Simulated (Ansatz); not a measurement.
```yaml
crystal:
  periodic: [false, false, false]
  atoms:
    - {symbol: O, position_ang: [0.812041, -0.167292, -1.363613]}
    - {symbol: Mo, position_ang: [-0.095280, -0.152320, 0.252725]}
    - {symbol: F, position_ang: [-1.618819, -0.543637, -0.739334]}
    - {symbol: S, position_ang: [0.515764, -1.887447, 1.185416]}
    - {symbol: Cl, position_ang: [1.357031, 1.458065, 0.975596]}
    - {symbol: Cl, position_ang: [-1.599974, 0.747355, 1.713525]}
    - {symbol: H, position_ang: [0.690437, 0.477378, -2.069914]}
basis:
  gaussian: {orbitals: def2-SVPD, final_grid: {core_spheres: 5, valence_spheres: 4, degree: 11}}
total_charge: 3
magnetization: {spin_polarized: true, initial_magnetization: 1}
hamiltonian: {xc: {name: SVWN5}}
accuracy: high
```

```sh
$ ansatz run in.yaml --threads 8 --pin off --events-out ev --progress --plain --max-ram 18278MiB
```

Output, abridged:

```
Functional definition: SVWN5
3310 factors; integrals over basis functions are off by at most 4.1e-9 eV
mean field evaluation 1: about -42187.9956 eV, gradient 1.7e2 eV
mean field evaluation 2: about -40362.4213 eV, gradient 4.2e2 eV
mean field evaluation 4: about -41832.4691 eV, gradient 2.5e2 eV
mean field evaluation 8: about -42282.2178 eV, gradient 6.9e1 eV
mean field evaluation 16: about -42307.9314 eV, gradient 7.3e0 eV
mean field evaluation 32: about -42308.3611 eV, gradient 1.6e-6 eV
mean field -42308.43412137 eV, -1554.8062762737 hartree, gradient 1.1e-8 eV, S^2 1.736437; 12 other end points of the search recorded, 0 dependent functions left out
reference -42308.43412794 eV, -1554.8062765151 hartree; 40, 39 occupied and 129, 130 virtual orbitals, 3310 factors
Total energy: -42308.43412794 eV, -1554.8062765151 hartree
```

In this input the charge is far from anything that the molecule holds. The calculation finished and met its thresholds. The result belongs to that input, not to the molecule as meant.
